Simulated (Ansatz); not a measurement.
Consider the formal hydrolysis of a Ge–C bond: `[CH3][GeH2][CH2]N` + H₂O → `N[CH2][GeH2][OH]` + CH₄.

Computed with Ansatz on PBE0-D4/def2-TZVP structures; ΔE is electronic, products minus reactants. CCSD(T)/CBS adds triple-zeta CCSD(T) − MP2 to the extrapolated MP2 energy (def2 sets, frozen cores). This one scheme is used for every species. Functionals use def2-TZVPP. B3LYP here is the variant with VWN-RPA as its local correlation; programs differ in this. For Ge outer-core shells are correlated without core-valence functions, which leaves a few kJ/mol of doubt a bond. Scalar relativity is left out up to krypton. One conformer a species, not always the lowest.

`[CH3][GeH2][CH2]N`:

```xyz
13

C     0.223    0.521    2.089
Ge   -0.726   -0.014    0.465
C     0.544   -0.352   -0.998
N    -0.166   -0.569   -2.249
H     0.806    1.425    1.911
H     0.901   -0.272    2.410
H    -0.482    0.718    2.898
H    -1.679    1.120    0.018
H    -1.571   -1.275    0.729
H     1.282    0.466   -1.017
H     1.092   -1.263   -0.739
H    -0.700    0.251   -2.509
H     0.477   -0.757   -3.008
```

H₂O:

```xyz
3

O    -0.105    0.373   -0.037
H     0.643   -0.066   -0.447
H    -0.538   -0.306    0.484
```

`N[CH2][GeH2][OH]`:

Cartesian coordinates in Å:
```
N -0.372 -1.824 -0.069
C 0.558 -0.706 -0.157
Ge -0.450 0.965 -0.065
O 0.777 2.220 0.276
H 0.100 -2.705 -0.224
H -0.795 -1.871 0.850
H 1.051 -0.727 -1.132
H 1.351 -0.684 0.604
H -1.475 0.916 1.094
H -1.180 1.305 -1.380
H 0.434 3.112 0.204
```

CH₄:

Cartesian coordinates in Å:
```
C 0.000 0.000 0.000
H 0.938 0.223 0.507
H 0.022 -1.025 -0.369
H -0.133 0.685 -0.837
H -0.827 0.117 0.700
```

(1) Is it downhill or uphill in electronic energy at CCSD(T)/CBS, and by how much? (Best estimate.)

(2) What do these levels give: r2SCAN-D4, PBE0-D4, B3LYP-D4, ωB97M-V, r2SCAN, PBE0, B3LYP, HF/def2-TZVPP, MP2/def2-TZVPP, CCSD(T)/def2-TZVPP, HF/def2-QZVPP, MP2/CBS(def2)? (An estimate is asked.)

Largest T1 diagnostic among the species: 0.011.

Answers

(1) Computed: Downhill: ΔE = -42.2 kJ/mol.

(2) Computed: r2SCAN-D4 -50.4, PBE0-D4 -42.5, B3LYP-D4 -51.2, ωB97M-V -47.4, r2SCAN -51.1, PBE0 -44.5, B3LYP -54.5, HF/def2-TZVPP -62.4, MP2/def2-TZVPP -44.1, CCSD(T)/def2-TZVPP -44.5, HF/def2-QZVPP -62.9, MP2/CBS(def2) -41.8 kJ/mol.

In def2-TZVPP, CCSD(T) changes the Hartree–Fock value by +17.8 kJ/mol (the triples alone add +1.1 kJ/mol) and MP2 by +18.2 kJ/mol. The D4 term adds +3.3 kJ/mol with B3LYP and +1.9 kJ/mol with PBE0; it sums over pairs of atoms, weighted by their polarisabilities, and B3LYP, whose exchange is more repulsive, gets the larger term.
